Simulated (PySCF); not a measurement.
InH₂I, SMILES [InH2][I]. The structure is a stationary point at r2SCAN-D4/def2-TZVP. The def2 effective core potentials stand for the cores of I, In; spin–orbit coupling is left out.

Computed equilibrium geometry at r2SCAN-D4/def2-TZVP (PySCF confirms it by a frequency run) as Cartesian coordinates in Å, and its point group:
point group C2v.
```xyz
4

In     0.0000     0.0000     1.3515
H      0.0000     1.5642     2.0316
H      0.0000    -1.5642     2.0316
I      0.0000     0.0000    -1.3261
```
